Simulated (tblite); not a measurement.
Compound: C2H11BrOSi3.
Bonds: Si1–O2, O2–C3, C3–C4, C4–Si5, C4–Si6, C4–Br7. Hydrogens: H8, H9, H10 on Si1; H11, H12 on C3; H13, H14, H15 on Si5; H16, H17, H18 on Si6.

Computed with GFN2-xTB (tblite), gas phase: L-BFGS steps from a force-field or distance-geometry start until the largest atomic force falls under 0.01 eV/Å.

Step 0: E = -633.1939 eV
```
atom  x, y, z in Å  |  force x, y, z in eV/Å
Si1     2.9829    0.2923   -0.1008   -0.439  -0.052  -0.080
O2      1.3479   -0.0670   -0.2316    0.518   0.538   0.534
C3      0.4275    0.6898    0.5437   -0.507  -0.315  -0.653
C4     -1.0198    0.2130    0.2849    0.852   0.437   1.020
Si5    -1.6566    0.3599   -1.4397   -0.368   0.831  -2.262
Si6    -1.3971   -1.5478    0.7890    0.112  -1.555   0.993
Br7    -2.1949    1.3734    1.4214    0.254  -0.179  -0.185
H8      3.1816    1.7071   -0.5148   -0.072  -0.347   0.118
H9      3.7582   -0.6201   -0.9681   -0.580   0.174   0.213
H10     3.3868    0.1386    1.3182   -0.116   0.040  -0.290
H11     0.5080    1.7526    0.2615    0.013  -0.121   0.067
H12     0.6656    0.6043    1.6101    0.019  -0.059  -0.015
H13    -0.9515   -0.5373   -2.3834   -0.080   0.137   0.355
H14    -3.1065    0.0690   -1.5520    0.365   0.042   0.265
H15    -1.4569    1.7595   -1.9363   -0.050  -0.424   0.296
H16    -0.6727   -2.5396   -0.0330   -0.110   0.337   0.043
H17    -2.8429   -1.8598    0.7209    0.306   0.283  -0.059
H18    -0.9682   -1.7817    2.1983   -0.117   0.233  -0.359
```

**Question.** Estimate the geometry and energy of step 1. (The exact step hangs on the optimiser's Hessian estimate; all steps are aligned on step 0, rigid shifts and turns removed.)

**Answer.** E = -633.3388 eV, largest force 0.941 eV/Å
```
atom  x, y, z in Å  |  force x, y, z in eV/Å
Si1     2.9766    0.2916   -0.1020   -0.248   0.031   0.020
O2      1.3553   -0.0593   -0.2239    0.273   0.301   0.301
C3      0.4203    0.6853    0.5344   -0.006  -0.005  -0.022
C4     -1.0076    0.2192    0.2995   -0.056  -0.239  -0.082
Si5    -1.6619    0.3718   -1.4720   -0.021   0.455  -0.823
Si6    -1.3955   -1.5700    0.8032    0.139  -0.691   0.544
Br7    -2.1913    1.3709    1.4187    0.248  -0.128  -0.133
H8      3.1806    1.7022   -0.5131   -0.055  -0.274   0.094
H9      3.7499   -0.6176   -0.9650   -0.541   0.111   0.152
H10     3.3852    0.1392    1.3140   -0.095   0.037  -0.250
H11     0.5082    1.7509    0.2625   -0.005  -0.098   0.033
H12     0.6658    0.6034    1.6099   -0.017  -0.021  -0.206
H13    -0.9526   -0.5353   -2.3783    0.025   0.010   0.154
H14    -3.1013    0.0696   -1.5482    0.207   0.028   0.207
H15    -1.4577    1.7535   -1.9321   -0.007  -0.048   0.116
H16    -0.6743   -2.5348   -0.0324   -0.015   0.176  -0.041
H17    -2.8385   -1.8558    0.7200    0.197   0.229  -0.046
H18    -0.9699   -1.7784    2.1932   -0.022   0.125  -0.018
```

The energy changes by -0.1449 eV. The first-order estimate −F·Δx gives -0.2154 eV and the mean of the old and new forces, exact on a quadratic surface, -0.1462 eV. The step makes an angle of 0° with the force vector and moves no atom by more than 0.035 Å.

The cost below is that of the whole relaxation. Time: 2.8 s. Hardware: Intel Xeon at 2.50 GHz, one thread (shared host).
